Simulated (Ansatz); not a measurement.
C₃H₈BN (`CCN1BC1`) at its PBE0-D4/def2-TZVP geometry, where that method's forces vanish. Charge 0, multiplicity 1.

```xyz
13

C    -1.4421    0.1936   -1.1403
C    -0.8324   -0.3975    0.1125
N     0.5218    0.0189    0.2778
B     1.6671    0.6538   -0.0098
C     1.5643   -0.2339    1.2730
H    -2.4773   -0.1342   -1.2527
H    -1.4303    1.2848   -1.0993
H    -0.8853   -0.1183   -2.0264
H    -0.8665   -1.4939    0.0765
H    -1.4079   -0.0990    0.9981
H     2.2117    1.3723   -0.7771
H     1.9695   -1.2471    1.3055
H     1.4073    0.2006    2.2622
```

(1) What forces (eV/Å) does B3LYP-D4/def2-TZVPP give on these atoms in Ansatz 0.2.0? (Estimate.)

## Answers

(1) The calculation gave: 
```
C1  -0.108  0.080 -0.184
C2  -0.171 -0.161  0.143
N3   0.075  0.107 -0.118
B4   0.060  0.131 -0.163
C5   0.200 -0.102  0.272
H6   0.044  0.021 -0.007
H7  -0.006 -0.050 -0.011
H8  -0.033  0.019  0.035
H9  -0.009  0.048  0.009
H10  0.019 -0.024 -0.039
H11 -0.059 -0.082  0.089
H12 -0.024  0.054  0.018
H13  0.012 -0.041 -0.045
```

B3LYP here is the variant with VWN-RPA as its local correlation; programs differ in this.
